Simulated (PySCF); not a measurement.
# NMR data sheet: C4H7FO2

```yaml
Formula: C4H7FO2
SMILES: C=COCOCF
InChI: InChI=1S/C4H7FO2/c1-2-6-4-7-3-5/h2H,1,3-4H2
Point_group_of_the_computed_structure: C1
Degrees_of_unsaturation: 1
Carbon_signals: 4
Proton_signals: 5
```

Atoms are numbered as in `[CH2:1]=[CH:2][O:3][CH2:4][O:5][CH2:6][F:7]`. Each H is labelled by its parent atom. Ha(C1) is cis to O3; Hb(C1) is trans to O3.

Theoretical values (PySCF): couplings computed with B3LYP/pcJ-1 (spin–dipole term only in couplings to heteroatoms), geometry: GFN2-xTB, σ from GIAO-PBE0/pcSseg-1. One conformer, isolated molecule, averaged over atoms made equivalent by symmetry, fast rotation or ring inversion, no relativistic terms.

Chemical shifts δ = σref − σ; 1H and 13C vs TMS; 19F vs CFCl3; 17O vs H2O, all at this level.

| carbon | δC, type | δH (multiplicity, J in Hz) | HMBC from (abs. J ≥ 3 Hz) | span of the C tensor (ppm) |
| --- | --- | --- | --- | --- |
| C1 | 98.2, CH2 | Ha(C1) 4.92 (dd, 14.3, 2.9); Hb(C1) 4.54 (dd, 7.5, 2.9) | H(C2) | 181 |
| C2 | 159.3, CH | 6.56 (dd, 14.3, 7.5) | H(C4), Ha(C1), Hb(C1) | 173 |
| C4 | 92.8, CH2 | 5.22 (s) | H(C2), H(C6) | 48 |
| C6 | 101.3, CH2 | 5.68 (d, 60.2) | H(C4) | 61 |

Other nuclei:
```json
{"atoms": "F7", "nucleus": "19F", "environment": "fluorine on an sp3 carbon", "δ (ppm)": "-190.0", "σ (ppm)": "360.9"}
{"atoms": "O3", "nucleus": "17O", "environment": "ether oxygen", "δ (ppm)": "146.7", "σ (ppm)": "189.4"}
{"atoms": "O5", "nucleus": "17O", "environment": "ether oxygen", "δ (ppm)": "126.5", "σ (ppm)": "209.5"}
```

Selected couplings (Hz, signed; the shortest-range and largest first, 30 at most; isotopes 13C, 19F, 1H): 1J(C6,F7) -272.6, 1J(C2,H(C2)) 183.2, 1J(C6,H(C6)) 178.2, 1J(C4,H(C4)) 173.2, 1J(C1,Hb(C1)) 170.4, 1J(C1,Ha(C1)) 163.5, 1J(C1,C2) 93.1, 2J(F7,H(C6)) 60.2, 2J(Ha(C1),Hb(C1)) -2.9, 2J(C4,C6) -2.7, 2J(C2,C4) -1.9, 3J(Ha(C1),H(C2)) 14.3, 3J(Hb(C1),H(C2)) 7.5, 3J(C1,C4) 4.4, 3J(C4,F7) -1.1.

1. Carbon types of the structure: 1 × CH, 3 × CH2, which accounts for all hydrogens.
2. δC 159.3: alkene carbon bearing oxygen; an sp2 carbon further deshielded by the attached heteroatom.
3. δC 101.3: sp3 CH2 bonded to F and O; 2 electronegative neighbours deshield it.
4. δC 98.2: β carbon of an enol-ether or enamine type C=C; the O or N lone pair pushes π density onto this β carbon and shields it.
5. δC 92.8: sp3 carbon bearing two oxygens; 2 electronegative neighbours deshield it.
6. δH 6.56: hydrogen on an alkene carbon bearing oxygen; attached to an sp2 carbon and in the plane of the double bond.
7. The protons at 4.92 and 6.56 share a coupling of 14.3 Hz (vicinal, trans across C=C).
8. The protons at 4.54 and 6.56 share a coupling of 7.5 Hz (vicinal, cis across C=C).

C–F couplings over four or more bonds (about 3 Hz to the para carbon of a fluoroarene) are left out. Common functionals overestimate the size of one-bond C–F couplings by tens of Hz; these are unscaled. Splittings below 1 Hz are ignored in the labels, and close J values are merged. Unscaled 3J(H,H) at this level run about 10 % above measured values. Shifts are as computed. Against solution values, carbons near 30 ppm lie about +3 ppm off and those near 130 ppm about +5 ppm. Of 1309 compounds with measured shifts, 239 miss one by over three times the rms of a fit or turn the order of signals round; such compounds aren't used in these exercises. Unscaled 19F shifts against computed CFCl3 carry errors that often reach 10 to 50 ppm. Experimental scales use liquid or dissolved standards, which lie at an offset from isolated H2O (liquid H2O: subtract about 36 ppm).
